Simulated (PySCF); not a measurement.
# Computed records: CH₃ClGeO, AlGeH₂N, BGeH₄O

All values are calculated (PySCF 2.14.0). Calculation on a computer-drawn molecule: optimised geometry and harmonic frequencies of an isolated molecule of the commonest isotopes, restricted reference for singlets and unrestricted otherwise, frozen core in MP2; on germanium a core potential holds 10 electrons, which the energies leave out, and 3d is frozen in MP2 and coupled-cluster steps.

Common to all runs: multiplicity 1; basis and core potential on germanium cc-pVDZ-PP ECP10MDF.

```yaml
- entry: 1
  formula: CH3ClGeO
  start_structure:
    atoms_angstrom:
      - [O, 0.3892, -2.6442, -1.6847]
      - [C, 0.5924, -1.3192, -1.9348]
      - [Ge, 0.2542, -0.6698, -3.5949]
      - [Cl, 1.105, 1.285, -3.6378]
      - [H, 0.8383, -3.1588, -2.3141]
      - [H, 0.1517, -0.7968, -1.0355]
      - [H, 1.4479, -1.4588, -4.386]
  given:
    charge: 0
    method: HF
    basis: "cc-pV(D+d)Z"
    drawn_bonds_atom: [1, 2, 3, 1, 2, 3]
    drawn_bonds_other_atom: [2, 3, 4, 5, 6, 7]
    drawn_bonds_order: [1, 2, 1, 1, 1, 1]
  results:
    optimised_atom_element: [O, C, Ge, Cl, H, H, H]
    "optimised_atom_x [angstrom]": [0.5789, 0.4306, 0.1595, 1.102, 0.7275, 0.2951, 1.485]
    "optimised_atom_y [angstrom]": [-2.582, -1.376, -0.7147, 1.292, -3.17, -0.7298, -1.483]
    "optimised_atom_z [angstrom]": [-1.58, -1.963, -3.912, -3.415, -2.317, -1.092, -4.31]
    "modes_frequency [cm^-1]": [62.26, 119.2, 256.6, 345.1, 361.8, 572.0, 725.3, 816.6, 1127, 1328, 1518, 1603, 1982, 3281, 4019]
    "modes_reduced_mass [dalton]": [3.739, 3.345, 6.256, 2.597, 4.749, 1.973, 1.04, 1.351, 1.142, 1.105, 2.626, 1.894, 1.024, 1.09, 1.067]
    "rotational_constants [GHz]": [5.939, 2.036, 1.559]
    "total_energy [hartree]": -867.3315
    "convergence_status_largest_gradient_component [hartree/bohr]": 1.908e-05
- entry: 2
  formula: CH3ClGeO
  start_structure:
    atoms_angstrom:
      - [O, 0.5789, -2.5819, -1.5797]
      - [C, 0.4306, -1.3759, -1.9627]
      - [Ge, 0.1595, -0.7147, -3.9117]
      - [Cl, 1.1023, 1.2925, -3.415]
      - [H, 0.7275, -3.1701, -2.3168]
      - [H, 0.2951, -0.7298, -1.0922]
      - [H, 1.4849, -1.4827, -4.3097]
  given:
    charge: 0
    method: MP2
    basis: "cc-pV(D+d)Z"
    drawn_bonds_atom: [1, 2, 3, 1, 2, 3]
    drawn_bonds_other_atom: [2, 3, 4, 5, 6, 7]
    drawn_bonds_order: [1, 2, 1, 1, 1, 1]
  results:
    optimised_atom_element: [O, C, Ge, Cl, H, H, H]
    "optimised_atom_x [angstrom]": [0.3905, 0.5199, 0.4881, 1.054, 0.7986, 0.1575, 1.371]
    "optimised_atom_y [angstrom]": [-2.696, -1.394, -0.6867, 1.414, -3.242, -0.7435, -1.414]
    "optimised_atom_z [angstrom]": [-1.536, -1.894, -3.618, -3.582, -2.227, -1.082, -4.649]
    "modes_frequency [cm^-1]": [100.3, 162.8, 329.2, 380.6, 450.0, 514.3, 673.5, 730.3, 873.2, 1190, 1296, 1444, 2155, 3175, 3784]
    "modes_reduced_mass [dalton]": [12.58, 2.324, 4.35, 1.855, 3.145, 1.686, 1.41, 1.818, 1.169, 1.398, 2.625, 1.351, 1.022, 1.087, 1.066]
    "rotational_constants [GHz]": [11.02, 1.791, 1.562]
    "total_energy [hartree]": -867.8737
    "convergence_status_largest_gradient_component [hartree/bohr]": 2.064e-05
- entry: 3
  formula: AlGeH2N
  start_structure:
    atoms_angstrom:
      - [Al, -3.1726, -0.0743, 0.0906]
      - ["N", -1.791, -1.1152, 0.5016]
      - [Ge, -0.4969, -2.0767, 0.9382]
      - [H, 0.8946, -2.2003, 0.1455]
      - [H, -0.4523, -3.1007, 2.0813]
  given:
    charge: 0
    method: HF
    basis: "cc-pV(D+d)Z"
    drawn_bonds_atom: [1, 2, 3, 3]
    drawn_bonds_other_atom: [2, 3, 4, 5]
    drawn_bonds_order: [1, 2, 1, 1]
  results:
    optimised_atom_element: [Al, "N", Ge, H, H]
    "optimised_atom_x [angstrom]": [-3.135, -1.763, -0.4814, 0.8397, -0.4786]
    "optimised_atom_y [angstrom]": [-0.09522, -1.128, -2.11, -2.155, -3.079]
    "optimised_atom_z [angstrom]": [0.09828, 0.5094, 0.9116, 0.1449, 2.093]
    "modes_frequency [cm^-1]": [50.84, 96.09, 468.5, 656.4, 659.5, 976.3, 1240, 2226, 2254]
    "modes_reduced_mass [dalton]": [6.472, 10.51, 26.93, 1.157, 1.088, 1.038, 12.92, 1.025, 1.015]
    "rotational_constants [GHz]": [156.9, 2.052, 2.026]
    "total_energy [hartree]": -590.8709
    "convergence_status_largest_gradient_component [hartree/bohr]": 1.746e-05
- entry: 4
  formula: BGeH4O
  start_structure:
    atoms_angstrom:
      - [B, 1.0839, 1.1242, 0.931]
      - [Ge, 1.9084, -0.0346, 2.4418]
      - [O, 1.48, -1.6114, 1.9696]
      - [H, -0.0306, 1.5793, 1.1755]
      - [H, 1.548, 1.3227, 0.0268]
      - [H, 2.8498, -0.0588, 3.7287]
      - [H, 1.5471, -2.4415, 2.4082]
  given:
    charge: 1
    method: HF
    basis: cc-pVDZ
    drawn_bonds_atom: [1, 2, 1, 1, 2, 3]
    drawn_bonds_other_atom: [2, 3, 4, 5, 6, 7]
    drawn_bonds_order: [1, 1, 1, 1, 1, 1]
  results:
    optimised_atom_element: [B, Ge, O, H, H, H, H]
    "optimised_atom_x [angstrom]": [1.036, 1.845, 1.406, -0.02384, 1.685, 2.737, 1.701]
    "optimised_atom_y [angstrom]": [1.206, -0.1588, -1.779, 1.665, 1.436, 0.01482, -2.504]
    "optimised_atom_z [angstrom]": [0.9682, 2.34, 2.018, 1.238, 0.001908, 3.555, 2.561]
    "modes_frequency [cm^-1]": [161.1, 170.0, 391.1, 523.1, 568.6, 733.2, 755.8, 851.4, 922.5, 955.1, 1204, 2315, 2763, 2907, 4079]
    "modes_reduced_mass [dalton]": [1.073, 4.035, 1.037, 5.119, 1.111, 1.224, 1.067, 8.134, 1.177, 1.311, 1.108, 1.021, 1.041, 1.138, 1.068]
    "rotational_constants [GHz]": [17.66, 5.981, 4.655]
    "total_energy [hartree]": -394.9725
    "convergence_status_largest_gradient_component [hartree/bohr]": 2.164e-05
- entry: 5
  formula: BGeH4O
  start_structure:
    atoms_angstrom:
      - [B, 1.0361, 1.2061, 0.9682]
      - [Ge, 1.8448, -0.1588, 2.3402]
      - [O, 1.4064, -1.7788, 2.0182]
      - [H, -0.0238, 1.6655, 1.2376]
      - [H, 1.6846, 1.4356, 0.0019]
      - [H, 2.7371, 0.0148, 3.5548]
      - [H, 1.7014, -2.5045, 2.5606]
  given:
    charge: 1
    method: MP2
    basis: cc-pVDZ
    drawn_bonds_atom: [1, 2, 1, 1, 2, 3]
    drawn_bonds_other_atom: [2, 3, 4, 5, 6, 7]
    drawn_bonds_order: [1, 1, 1, 1, 1, 1]
  results:
    optimised_atom_element: [B, Ge, O, H, H, H, H]
    "optimised_atom_x [angstrom]": [1.038, 1.845, 1.381, -0.03102, 1.69, 2.744, 1.721]
    "optimised_atom_y [angstrom]": [1.206, -0.1554, -1.798, 1.669, 1.441, 0.009088, -2.492]
    "optimised_atom_z [angstrom]": [0.9703, 2.339, 1.988, 1.238, -0.003562, 3.563, 2.586]
    "modes_frequency [cm^-1]": [154.7, 158.3, 365.7, 525.8, 582.0, 692.1, 712.1, 805.9, 903.8, 925.7, 1148, 2239, 2693, 2838, 3757]
    "modes_reduced_mass [dalton]": [1.072, 4.085, 1.041, 4.995, 1.102, 1.224, 1.059, 9.823, 1.201, 1.255, 1.11, 1.022, 1.042, 1.137, 1.067]
    "rotational_constants [GHz]": [16.96, 5.972, 4.601]
    "total_energy [hartree]": -395.3149
    "convergence_status_largest_gradient_component [hartree/bohr]": 9.495e-06
```
